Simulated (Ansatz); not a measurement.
CH3NOSi can be A, `N=C1O[SiH2]1`, or B, `O[SiH]1C=N1`.

Isolated molecules relaxed with PBE0-D4/def2-TZVP in Ansatz; ΔE leaves out vibrations. CBS: MP2 limit from def2 TZ/QZ plus the TZ coupled-cluster correction, frozen cores. Functionals use def2-TZVPP. B3LYP here is the variant with VWN-RPA as its local correlation; programs differ in this. Each species was taken in one conformer, which may not be the lowest.

(1) Which isomer does CCSD(T)/CBS put lower? Give the gap. (An estimate is asked.)

(2) Give E(B) − E(A) in kJ/mol with B2PLYP, BLYP-D4, PBE0-D4, CCSD/def2-TZVPP, r2SCAN-D4, B3LYP-D4, MP2/def2-TZVPP. (Best estimate.)

(3) Does the order hold for the free energy at 298.15 K (harmonic terms from PBE0-D4)? (Best estimate.)

Largest T1 diagnostic: 0.017.

Results:

(1) Ansatz gave: B, by 91.9 kJ/mol.

(2) The calculation gave: B2PLYP -81.0, BLYP-D4 -62.0, PBE0-D4 -73.9, CCSD/def2-TZVPP -92.4, r2SCAN-D4 -70.5, B3LYP-D4 -74.3, MP2/def2-TZVPP -91.0. None reverses the order clearly.

(3) The calculation gave: Yes: G(B) − G(A) = -89.4 kJ/mol, for one conformer each.

In def2-TZVPP, CCSD(T) changes the Hartree–Fock value by +17.2 kJ/mol (the triples alone add +4.7 kJ/mol) and MP2 by +14.0 kJ/mol. Leaving LDA and LC-ωPBE aside and taking each functional with its dispersion term where it has one, the values, not all of them listed here, spread over 31.9 kJ/mol, from BHLYP-D4 to PBE-D4. LDA lies +3.2 kJ/mol from PBE without D4.
